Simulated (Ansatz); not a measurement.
Relaxation of ClH$_{3}$Sn (5 atoms, charge 0, multiplicity 1), to a largest force component of 0.02 eV/Å in at most 40 steps.

The calculation used Ansatz, RKS PBE0-D4/def2-SVP.

```xyz
5
Properties=species:S:1:pos:R:3
Sn 0.000 0.000 0.000
Cl 0.000 0.000 2.410
H 1.641 0.000 -0.579
H -0.820 1.420 -0.579
H -0.820 -1.420 -0.579
```

Question: Where does it end, and by what steps?

Answer: The run converged. After 5 steps the energy has fallen by 0.068 eV; Cl2 moved furthest, 0.10 Å.

```tsv
step	energy less start (eV)	largest force component (eV/Å)	accepted
0	0.0000	0.792	yes
1	-0.0175	0.646	yes
2	-0.0430	0.790	yes
3	-0.0673	0.101	yes
4	-0.0676	0.026	yes
5	-0.0676	0.000	yes
```

```xyz
5
Properties=species:S:1:pos:R:3
Sn 0.000 0.000 -0.051
Cl 0.000 0.000 2.308
H 1.640 0.000 -0.528
H -0.819 1.420 -0.529
H -0.819 -1.420 -0.529
```

Run time: 11 s on 1 thread of Arm Neoverse V2 (shared host), peak memory 0.12 GiB.
